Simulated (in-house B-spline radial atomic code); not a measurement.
The numbers below are computed, except where a source is named.
# Correlation energy from the adiabatic connection: −Z exp(−kr)/r, Z = 2.21, k = 0.702

Two electrons in a singlet, external potential −Z exp(−kr)/r, Z = 2.21, k = 0.702 (atomic units). Full CI in B-splines (partial waves to l = 8, correlation up to 0.6 % small) with the density held fixed gives W(λ) = <V_ee>_λ − U, and E_c is the integral of W(λ) − W(0) from 0 to 1.

```tsv
λ	W(λ) − W(0) (hartree)
0	0.00000
0.02	-0.00205
0.05	-0.00510
0.12	-0.01203
0.25	-0.02431
0.4	-0.03759
0.6	-0.05396
0.8	-0.06897
1	-0.08277
```

Integrate the table by the trapezoid rule.

The strips give -0.00002, -0.00011, -0.00060, -0.00236, -0.00464, -0.00915, -0.01229, -0.01517, which sum to -0.04435 hartree. The direct value, W(1) − W(0) + T_c with T_c = 0.03833, is -0.04444; the curve is convex, so chords lie above it and the trapezoids fall short in size by 0.19 %.

Now use only three numbers: W(0) = -1.0059, the initial slope W'(0) = -0.1032 (extrapolated from the first points) and the strong-coupling limit of the point-charge-plus-continuum model, W∞ = -1.4484. What do second-order theory and the interpolation W(λ) = W∞ + (W(0) − W∞)/√(1 + 2χλ) of Seidl, Perdew and Levy give?

Second order keeps the slope alone: E_c = W'(0)/2 = -0.05160, +16 % in size against -0.04444. Matching the slope fixes χ = W'(0)/(W∞ − W(0)) = -0.1032/(-0.44250) = 0.23322. Integrating, with s = √(1 + 2χ) = 1.210967, E_c = −(W(0) − W∞)(s − 1)/(s + 1) = −0.44250 × 0.210967/2.210967 = -0.04222 hartree, -5.0 % in size against the full result. At λ = 1 the formula gives W − W(0) = -0.07709 against -0.08277. Part of the miss can come from the model's W∞.
